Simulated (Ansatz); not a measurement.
`SC1=C[SiH2]1`, relaxed with RKS PBE0-D4/def2-TZVP in the Gaussian-basis code of Ansatz from a PBE-D4/def2-SVP geometry. The force threshold is 0.005 eV/Å; the program also tests the step.

Total charge 0; spin multiplicity 1.

Start:

```xyz
8

S    -1.838   -0.485    1.329
C    -0.574   -0.032    0.227
C    -0.479    0.707   -0.904
Si    1.152    0.035   -0.421
H    -1.067   -1.235    2.166
H    -1.154    1.288   -1.549
H     1.765   -1.153   -1.104
H     2.196    0.875    0.256
```

```
step  energy (eV)  largest force (eV/Å)  largest move (Å)
   1  -20841.9794                 0.618             0.000
   2  -20842.0197                 0.352             0.027
   3  -20842.0279                 0.090             0.015
   4  -20842.0281                 0.030             0.008
   5  -20842.0282                 0.007             0.003
   6  -20842.0282                 0.002             0.002
```

End:

```xyz
8

S    -1.818   -0.483    1.300
C    -0.555   -0.033    0.226
C    -0.465    0.698   -0.891
Si    1.139    0.037   -0.419
H    -1.071   -1.211    2.145
H    -1.148    1.262   -1.512
H     1.744   -1.135   -1.097
H     2.173    0.865    0.247
```

Hardware: 4 threads of a server CPU on a shared host. Wall time 22 s, peak host memory 0.36 GiB.
